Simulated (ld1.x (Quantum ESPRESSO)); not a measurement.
**Scattering properties, PAW potential for mercury (Hg)**

ld1.x (Quantum ESPRESSO) 7.5 input, shortened:

```
&input
   title='Hg', zed=80., rel=1, dft='PBE', iswitch=3,
   config='[Xe] 4f14 5d10 6s1 6p1'
 /
 &inputp
   pseudotype=3, lpaw=.true., tm=.true., lloc=-1, rcloc=1.95,
   nlcc=.true., new_core_ps=.true., rcore=0.75,
   which_augfun='PSQ', rmatch_augfun_nc=.true.
 /
6
5S  1  0   2.00   0.00  1.20  1.65  0.0
6S  2  0   1.00   0.00  1.20  1.65  0.0
5P  2  1   6.00   0.00  1.45  1.55  0.0
6P  3  1   1.00   0.00  1.45  1.55  0.0
5D  3  2  10.00   0.00  1.95  2.05  0.0
5D  3  2   0.00   1.15  1.95  2.05  0.0
 &test
   configts(1)='5s2 5p6 5d10 6s1 6p1'
 /
```

The phase is arctan(r·u′/u) with u = r·R(r), unwrapped; energies in Ry, scanned from -11 to 5 Ry. A pole is an energy at which the radial function vanishes at the test radius. The pseudo phase is shifted by a multiple of π to meet the all-electron one at the reference energy, and phase errors are pseudo minus all-electron; the curves can meet again beyond the range given. Levels narrower than the energy grid can be missing from the lists of poles.

```json
{"channel": "s", "radius (bohr)": "2.25", "reference energy (Ry)": "-0.62", "poles, all-electron": "-8.83, 2.74", "poles, pseudo": "-8.83, -2.46, 1.84", "unbroken range about the reference energy with phases within 0.05 rad": "-1.6 to 0.8", "phase error 1 Ry above the reference energy (rad)": "-0.039"}
{"channel": "p", "radius (bohr)": "2.25", "reference energy (Ry)": "-0.15", "poles, all-electron": "-4.96", "poles, pseudo": "-4.96, 4.98", "unbroken range about the reference energy with phases within 0.05 rad": "the whole range", "phase error 1 Ry above the reference energy (rad)": "-0.001"}
{"channel": "d", "radius (bohr)": "2.25", "reference energy (Ry)": "-0.88", "poles, all-electron": "-0.30", "poles, pseudo": "-0.30", "unbroken range about the reference energy with phases within 0.05 rad": "below 3.1", "phase error 1 Ry above the reference energy (rad)": "-0.000"}
```

The ghost test of this file was not conclusive. Its overlap operator is not positive definite in a basis up to 400 Ry (lowest eigenvalue s -2.41), so the file is unfit for use: the generalised eigenproblem breaks down once the basis is large enough, and its test numbers describe a broken file.

Phases in the d channel:

| E (Ry) | all-electron | pseudo |
| --- | --- | --- |
| -11.00 | 1.435 | 1.435 |
| -10.52 | 1.432 | 1.431 |
| -10.04 | 1.429 | 1.428 |
| -9.56 | 1.425 | 1.424 |
| -9.08 | 1.421 | 1.420 |
| -8.60 | 1.417 | 1.416 |
| -8.12 | 1.412 | 1.411 |
| -7.64 | 1.407 | 1.406 |
| -7.16 | 1.401 | 1.400 |
| -6.68 | 1.394 | 1.393 |
| -6.20 | 1.387 | 1.386 |
| -5.72 | 1.378 | 1.377 |
| -5.24 | 1.368 | 1.367 |
| -4.76 | 1.357 | 1.355 |
| -4.28 | 1.342 | 1.341 |
| -3.80 | 1.324 | 1.323 |
| -3.32 | 1.299 | 1.298 |
| -2.84 | 1.264 | 1.263 |
| -2.36 | 1.207 | 1.206 |
| -1.88 | 1.089 | 1.087 |
| -1.40 | 0.668 | 0.665 |
| -0.92 | -1.029 | -1.029 |
| -0.44 | -1.518 | -1.518 |
| 0.04 | -1.656 | -1.656 |
| 0.52 | -1.734 | -1.734 |
| 1.00 | -1.798 | -1.798 |
| 1.48 | -1.867 | -1.867 |
| 1.96 | -1.954 | -1.955 |
| 2.44 | -2.085 | -2.091 |
| 2.92 | -2.318 | -2.347 |
| 3.40 | -2.791 | -2.902 |
| 3.88 | -3.522 | -3.706 |
| 4.36 | -4.040 | -4.178 |
| 4.84 | -4.293 | -4.397 |
